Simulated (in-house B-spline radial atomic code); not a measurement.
Nb⁸⁺. Computed with a B-spline radial atomic code. Model: all-electron spherical atom, spin shells full or empty, radial basis limit, no spin-orbit coupling, Breit or QED, empty-state partial waves extrapolated as (l+1/2)^-4, RPA, G0W0 and static COHSEX of the highest shell as one setting changes (uncorrelated shells keep exact exchange).

Given: element Nb; charge 8; filled core Ar; hamiltonian one-electron scalar X2C; mean-field start r2SCAN; highest l of empty states 9; nuclear rms radius 4.324 fm; highest mean-field shell 4p up.

Shell: 3d 5 5, 4s 1 1, 4p 3 0 (electrons up and down).

| lowest nl shells left uncorrelated | RPA correlation energy (hartree) | G0W0 level (eV) | G0W0 minus most complete (meV) | COHSEX level (eV) | linearised minus solved G0W0 (meV) |
| --- | --- | --- | --- | --- | --- |
| 0 | -2.5059 | -161.21 | 0 | -163.85 | -8.1 |
| 1 | ? | ? | ? | ? | ? |
| 2 | -2.1592 | -161.21 | 3.6 | -163.85 | -8.1 |
| 3 | -1.6353 | -161.19 | 19.9 | -163.81 | -8.1 |
| 4 | -1.4617 | -161.2 | 12.3 | -163.82 | -8.1 |
| 5 | -0.9538 | -161.28 | -66.4 | -163.93 | -8.4 |
| 6 | ? | ? | ? | ? | ? |
| 7 | -0.081488 | -161.33 | -115.9 | -163.02 | 2.1 |

Q: What follows for lowest nl shells left uncorrelated = 1?

A: RPA correlation energy -2.3442 hartree; G0W0 level -161.21 eV; G0W0 minus most complete 2.5 meV; COHSEX level -163.85 eV; linearised minus solved G0W0 -8.1 meV.

Q: What follows for lowest nl shells left uncorrelated = 6?

A: RPA correlation energy -0.22614 hartree; G0W0 level -160.88 eV; G0W0 minus most complete 334 meV; COHSEX level -163.21 eV; linearised minus solved G0W0 -8 meV.
